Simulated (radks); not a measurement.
The numbers below are computed, except where a source is named.
Hg4+, configuration [Xe] 4f14 5d8.

Code: a radial shooting solver on a logarithmic mesh with Libxc functionals. Model: scalar-relativistic Kohn-Sham, PBE, spin-polarised, spherical densities, point nucleus; open shells are filled with parallel spins first (spin-orbit coupling, left out, can overturn this in heavy ions).

Energy parts (eV):
| part | energy |
|---|---|
| total | -533847.03 |
| kinetic | 599479.42 |
| electron-nucleus | -1326299.84 |
| Hartree | 203005.62 |
| exchange-correlation | -10032.22 |

Orbitals (lengths in bohr, moments of r in powers of bohr):
\begin{tabular}{lrrrr}
orbital & occ. & eigenvalue (eV) & <r^4> & <r> \\ \hline
1s down & 1 & -83239.68 & 3.988e-07 & 0.01658 \\
1s up & 1 & -83239.67 & 3.988e-07 & 0.01658 \\
2s up & 1 & -14794.85 & 0.00005817 & 0.06991 \\
2s down & 1 & -14794.66 & 0.00005817 & 0.06991 \\
2p up & 3 & -12762.51 & 0.00004760 & 0.06328 \\
2p down & 3 & -12762.36 & 0.00004760 & 0.06328 \\
3s up & 1 & -3549.932 & 0.002098 & 0.1806 \\
3s down & 1 & -3549.860 & 0.002098 & 0.1806 \\
3p up & 3 & -2962.895 & 0.002319 & 0.1821 \\
3p down & 3 & -2962.815 & 0.002319 & 0.1821 \\
3d up & 5 & -2346.066 & 0.001782 & 0.1650 \\
3d down & 5 & -2345.931 & 0.001782 & 0.1650 \\
4s up & 1 & -820.4965 & 0.04660 & 0.3991 \\
4s down & 1 & -820.3181 & 0.04660 & 0.3992 \\
4p up & 3 & -628.0618 & 0.06247 & 0.4254 \\
4p down & 3 & -627.8966 & 0.06244 & 0.4254 \\
4d up & 5 & -399.9622 & 0.08565 & 0.4489 \\
4d down & 5 & -399.7704 & 0.08549 & 0.4488 \\
5s up & 1 & -169.2161 & 1.175 & 0.8982 \\
5s down & 1 & -168.0433 & 1.165 & 0.8962 \\
4f up & 7 & -147.0901 & 0.1583 & 0.4823 \\
4f down & 7 & -146.8269 & 0.1566 & 0.4815 \\
5p up & 3 & -117.1146 & 2.088 & 1.027 \\
5p down & 3 & -115.6901 & 2.078 & 1.025 \\
5d up & 5 & -57.9474 & 6.755 & 1.336 \\
5d down & 3 & -56.3850 & 6.928 & 1.341 \\
\end{tabular}

The highest occupied level is 5d down at -56.385 eV. Spin moment in Bohr magnetons: 2. The density falls to 0.001 e/bohr^3 at r = 3.07 bohr. Summed over all electrons, <r^2> = 33.86 bohr^2, which gives a Langevin (diamagnetic) susceptibility term of -26.8 x 10^-6 cm^3/mol.
